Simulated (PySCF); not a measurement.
# Peak assignment

Molfile (atoms numbered from 1):
```
C6H12F2
     RDKit          3D

 20 19  0  0  0  0  0  0  0  0999 V2000
   -1.7272   -0.9061    0.9342 C   0  0  0  0  0  0  0  0  0  0  0  0
   -0.5801   -0.3170    0.1072 C   0  0  0  0  0  0  0  0  0  0  0  0
   -0.8891    1.1427   -0.2298 C   0  0  0  0  0  0  0  0  0  0  0  0
   -0.4003   -1.1313   -1.1747 C   0  0  0  0  0  0  0  0  0  0  0  0
    0.7048   -0.3938    0.9552 C   0  0  0  0  0  0  0  0  0  0  0  0
    1.9835    0.1202    0.3420 C   0  0  0  0  0  0  0  0  0  0  0  0
    0.4953    0.2885    2.1204 F   0  0  0  0  0  0  0  0  0  0  0  0
    0.9078   -1.6955    1.3203 F   0  0  0  0  0  0  0  0  0  0  0  0
   -1.5255   -1.9529    1.2002 H   0  0  0  0  0  0  0  0  0  0  0  0
   -1.8744   -0.3394    1.8642 H   0  0  0  0  0  0  0  0  0  0  0  0
   -2.6629   -0.8703    0.3564 H   0  0  0  0  0  0  0  0  0  0  0  0
   -0.1261    1.5863   -0.8874 H   0  0  0  0  0  0  0  0  0  0  0  0
   -1.8534    1.2074   -0.7559 H   0  0  0  0  0  0  0  0  0  0  0  0
   -0.9578    1.7534    0.6821 H   0  0  0  0  0  0  0  0  0  0  0  0
   -0.1074   -2.1667   -0.9471 H   0  0  0  0  0  0  0  0  0  0  0  0
    0.3600   -0.6941   -1.8395 H   0  0  0  0  0  0  0  0  0  0  0  0
   -1.3476   -1.1611   -1.7337 H   0  0  0  0  0  0  0  0  0  0  0  0
    2.7872   -0.0044    1.0802 H   0  0  0  0  0  0  0  0  0  0  0  0
    1.8972    1.1846    0.0909 H   0  0  0  0  0  0  0  0  0  0  0  0
    2.2412   -0.4471   -0.5606 H   0  0  0  0  0  0  0  0  0  0  0  0
  1  2  1  0
  2  3  1  0
  2  4  1  0
  2  5  1  0
  5  6  1  0
  5  7  1  0
  5  8  1  0
  1  9  1  0
  1 10  1  0
  1 11  1  0
  3 12  1  0
  3 13  1  0
  3 14  1  0
  4 15  1  0
  4 16  1  0
  4 17  1  0
  6 18  1  0
  6 19  1  0
  6 20  1  0
M  END
```

Method: GIAO CAM-B3LYP/pcSseg-1 shieldings, structure optimised with PBE0-D3(BJ)/def2-SVP, in PySCF 2.14 (gas phase, averaged over atoms made equivalent by symmetry, fast rotation or ring inversion, one computed conformer, relativity neglected).

Referencing at the same level of theory: ¹³C (σ = 182.45 ppm) and ¹H (σ = 31.33 ppm) vs TMS.

Problem. Assign these signals to the numbered atoms. ¹³C{¹H} NMR (computed): δ 130.0, 39.1, 25.6, 20.8.

Solution. 
130.0 → C5, fully substituted sp3 carbon bonded to 2 F: 2 electronegative neighbours deshield it
39.1 → C2, quaternary sp3 carbon: saturated and bonded to C and H only
25.6 → C1/C3/C4, methyl carbon: a saturated carbon with 1 carbon neighbour and no heteroatom attached
20.8 → C6, methyl carbon

Problem. Assign these signals to the numbered atoms. ¹H NMR (400 MHz, computed): δ 1.51 (m, 3H), 1.01 (s, 9H).

Solution. 
| δ (ppm) | atoms | environment | reason |
| --- | --- | --- | --- |
| 1.51 | H18/H19/H20 | hydrogen on a methyl carbon | – |
| 1.01 | H9/H10/H11/H12/H13/H14/H15/H16/H17 | hydrogen on a methyl carbon | far from electronegative atoms and π systems |

Splittings by ¹⁹F in the carbon and heteronuclear signals aren't shown, as no couplings were computed. Shifts are as computed, not scaled to solution data. Of 1211 compounds with measured shifts, 218 miss one by over three times the rms of a fit or turn the order of signals round; such compounds aren't used in these exercises. No couplings were computed; multiplicities are counted from neighbouring protons, with m where these are inequivalent, close in shift, in a saturated or five-membered ring or joined by F or P, and br s for small geminal =CH2 splittings.
